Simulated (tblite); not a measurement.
C₈H₁₅P.
Bonds: C1–C2, C2–C3 (double), C3–C4, C4–C5, C4–C6, C4–C7, C3–P8, P8–C9, C2–P8. Hydrogens: H10, H11, H12 on C1; H13, H14, H15 on C5; H16, H17, H18 on C6; H19, H20, H21 on C7; H22, H23, H24 on C9.

The geometry is computed with GFN2-xTB (gas phase).

**Question.** What internal coordinates does the optimisation give?

**Answer.** 
```json
{"bond": "C1–C2", "length (pm)": "147.0"}
{"bond": "C2=C3", "length (pm)": "131.0"}
{"bond": "C3–C4", "length (pm)": "148.1"}
{"bond": "C4–C5, C4–C6, C4–C7", "length (pm)": "153.2"}
{"bond": "C3–P8", "length (pm)": "184.2"}
{"bond": "P8–C9", "length (pm)": "187.8"}
{"bond": "C2–P8", "length (pm)": "184.5"}
{"bond": "C1–H10, C1–H11, C1–H12", "length (pm)": "109.0"}
{"bond": "C5–H13 and 8 like bonds", "length (pm)": "108.8"}
{"bond": "C9–H22, C9–H23, C9–H24", "length (pm)": "108.9"}
```

Bonds in one row agree within 1 pm and their mean is given. A selection of angles:
```json
{"angle": "C1–C2–C3", "degrees": "148.0"}
{"angle": "C1–C2–P8", "degrees": "142.9"}
{"angle": "C3–C2–P8", "degrees": "69.1"}
{"angle": "C2–C3–C4", "degrees": "148.8"}
{"angle": "C2–C3–P8", "degrees": "69.3"}
{"angle": "C4–C3–P8", "degrees": "141.8"}
{"angle": "C3–C4–C5", "degrees": "108.3"}
{"angle": "C3–C4–C7", "degrees": "109.7"}
{"angle": "C5–C4–C6", "degrees": "109.6"}
{"angle": "C3–P8–C9", "degrees": "101.5"}
{"angle": "C2–P8–C3", "degrees": "41.6"}
{"angle": "C2–P8–C9", "degrees": "101.2"}
```

Dihedral angles: C1–C2–C3–C4 -2° (synperiplanar); C2–C3–C4–C5 -122° (anticlinal); C2–C3–P8–C9 -94° (anticlinal); C1–C2–P8–C3 179° (antiperiplanar). The mirror-image conformer, all signs reversed, is as good.

P8 (phosphine phosphorus) is pyramidal (angles 101.5°, 101.2° and 41.6°, sum 244.2°, 1.13 Å off the plane of its three neighbours). The C–P distances run from 1.842 Å (C3–P8, drawn single) to 1.878 Å (P8–C9, drawn single), a spread of 0.036 Å. The 3-membered ring C2–C3–P8 has internal angles of 41.6° to 69.3°. The C–C distances run from 1.310 Å (C2=C3, drawn double) to 1.533 Å (C4–C6, drawn single), a spread of 0.223 Å. Of the pairs four or more bonds apart, H13···H18 is among the closest relative to their van der Waals radii: 2.52 Å, 105 % of the sum of Bondi's values.

Point group: C1 (no symmetry element, even within 0.4 Å). Its GFN2-xTB frequencies are all real (lowest 19 cm⁻¹). 3 starts were optimised and ended at 0.00, 0.02 and 0.64 kcal/mol (GFN2-xTB); the lowest of these is shown.
